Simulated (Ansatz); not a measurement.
Reaction (ligand exchange at a Ga–N bond): `C=[N][Ga]([OH])[Cl]` + HBr → `[OH][Ga]([Cl])[Br]` + `C=N`

Program: Ansatz. Geometries: PBE0-D4/def2-TZVP. ΔE: electronic, gas phase. CCSD(T)/CBS adds triple-zeta CCSD(T) − MP2 to the extrapolated MP2 energy (def2 sets, frozen cores). This one scheme is used for every species. Functionals use def2-TZVPP. For Br, Ga outer-core shells are correlated without core-valence functions, which leaves a few kJ/mol of doubt a bond. Scalar relativity is left out up to krypton. Each species was taken in one conformer, which may not be the lowest.

`C=[N][Ga]([OH])[Cl]`:

Z-matrix (Å, degrees):
```
C
N 1 1.263
H 1 1.098 2 119.0
H 1 1.100 2 125.9 3 180.0
Ga 2 1.860 1 117.2 3 -179.9
Cl 5 2.131 2 121.5 1 -179.0
O 5 1.779 2 120.6 1 1.1
H 7 0.960 5 113.6 2 180.0
```

HBr:

Z-matrix (Å, degrees):
```
Br
H 1 1.420
```

`[OH][Ga]([Cl])[Br]`:

Z-matrix (Å, degrees):
```
Ga
O 1 1.766
Br 1 2.267 2 121.1
Cl 1 2.112 2 118.0 3 180.0
H 2 0.961 1 112.9 3 0.0
```

`C=N`:

Z-matrix (Å, degrees):
```
C
N 1 1.261
H 1 1.096 2 124.9
H 1 1.092 2 118.8 3 -180.0
H 2 1.021 1 111.0 3 -0.0
```

```json
{"level": "revPBE-D4", "ΔE (kJ/mol)": "-104.3"}
{"level": "CCSD/def2-TZVPP", "ΔE (kJ/mol)": "-110.6"}
{"level": "HF/def2-QZVPP", "ΔE (kJ/mol)": "-121.7"}
{"level": "CCSD/CBS(def2)", "ΔE (kJ/mol)": "-111.3"}
```

(1) What does CCSD(T)/CBS give? (Estimate.)

Largest T1 diagnostic among the species: 0.014.

## Answers

(1) Computed: -109.2 kJ/mol. The listed levels differ from it by 4.9, -1.4, -12.5, -2.1 kJ/mol.

From BLYP to BHLYP (50 % exact exchange), in def2-TZVPP and without D4, ΔE moves by −10.1 kJ/mol. In def2-TZVPP, CCSD(T) changes the Hartree–Fock value by +14.5 kJ/mol (the triples alone add +2.1 kJ/mol) and MP2 by +14.1 kJ/mol. Leaving LDA and LC-ωPBE aside and taking each functional with its dispersion term where it has one, the values, not all of them listed here, spread over 13.4 kJ/mol, from BHLYP-D4 to BLYP-D4. LDA lies +6.2 kJ/mol from PBE without D4.

CCSD(T)/CBS has its own doubt, a few kJ/mol and more with outer-core shells, so smaller differences from it don't rank the levels.
